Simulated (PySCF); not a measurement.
**Magnetisability: `C[C@H](CBr)CCO`, C$_{5}$H$_{11}$BrO**

Geometry:
```json
{"atom": "C1", "x (Å)": "-0.983", "y (Å)": "1.335", "z (Å)": "-0.784"}
{"atom": "C2", "x (Å)": "-0.563", "y (Å)": "-0.128", "z (Å)": "-0.678"}
{"atom": "C3", "x (Å)": "-1.762", "y (Å)": "-1.011", "z (Å)": "-0.370"}
{"atom": "Br4", "x (Å)": "-2.537", "y (Å)": "-0.633", "z (Å)": "1.384"}
{"atom": "C5", "x (Å)": "0.550", "y (Å)": "-0.333", "z (Å)": "0.357"}
{"atom": "C6", "x (Å)": "1.913", "y (Å)": "0.124", "z (Å)": "-0.154"}
{"atom": "O7", "x (Å)": "2.255", "y (Å)": "-0.656", "z (Å)": "-1.283"}
{"atom": "H8", "x (Å)": "-1.356", "y (Å)": "1.695", "z (Å)": "0.174"}
{"atom": "H9", "x (Å)": "-0.144", "y (Å)": "1.958", "z (Å)": "-1.080"}
{"atom": "H10", "x (Å)": "-1.770", "y (Å)": "1.453", "z (Å)": "-1.527"}
{"atom": "H11", "x (Å)": "-0.178", "y (Å)": "-0.465", "z (Å)": "-1.648"}
{"atom": "H12", "x (Å)": "-2.567", "y (Å)": "-0.854", "z (Å)": "-1.087"}
{"atom": "H13", "x (Å)": "-1.490", "y (Å)": "-2.066", "z (Å)": "-0.350"}
{"atom": "H14", "x (Å)": "0.628", "y (Å)": "-1.396", "z (Å)": "0.593"}
{"atom": "H15", "x (Å)": "0.316", "y (Å)": "0.210", "z (Å)": "1.274"}
{"atom": "H16", "x (Å)": "2.657", "y (Å)": "-0.009", "z (Å)": "0.643"}
{"atom": "H17", "x (Å)": "1.885", "y (Å)": "1.190", "z (Å)": "-0.421"}
{"atom": "H18", "x (Å)": "3.134", "y (Å)": "-0.407", "z (Å)": "-1.584"}
```

Method used: GIAO KT3/pcSseg-1 magnetisability, rotational g tensor and spin-rotation constants, non-relativistic, gas phase (PySCF). Geometry: GFN2-xTB.

The calculation is non-relativistic, which matters for the atoms heavier than Zn.

Question: What are the magnetisability and the molar susceptibility?

Answer: Isotropic -1568 × 10⁻³⁰ J/T², or -94.4 × 10⁻⁶ cm³/mol; principal values -1674, -1528, -1503 × 10⁻³⁰ J/T², anisotropy 159 × 10⁻³⁰ J/T² (root of half the summed squared differences of the principal values). The susceptibility is in cgs units.

Question: Split it along the inertial axes a, b, c into diamagnetic and paramagnetic parts about the centre of mass, with the quadrupole moment.

Answer: 
| axis | χ (10⁻⁶ cm³/mol) | diamagnetic (10⁻⁶ cm³/mol) | paramagnetic (10⁻⁶ cm³/mol) | summed x² of all electrons (Å²) | quadrupole Θ (D Å) |
| --- | --- | --- | --- | --- | --- |
| a | -94.4 | -455.5 | 361.0 | 353.3 | +5.36 |
| b | -92.3 | -1682.1 | 1589.8 | 64.2 | -3.53 |
| c | -96.6 | -1771.2 | 1674.6 | 43.2 | -1.83 |

Anisotropies 2χaa − χbb − χcc = 0.0 and 2χbb − χaa − χcc = +6.4 × 10⁻⁶ cm³/mol. Θ is traceless in Buckingham's convention.

Question: And the rotational g tensor?

Answer: 
```
axis  rotational constant (GHz)        g  nuclear part  electronic part
   a                     3.8430  -0.0094        0.6424          -0.6518
   b                     0.7092  -0.0007        0.5290          -0.5297
   c                     0.6757  +0.0004        0.5319          -0.5316
```
Asymmetric top; isotopes 79Br, 12C, 1H, 16O; no vibrational averaging.
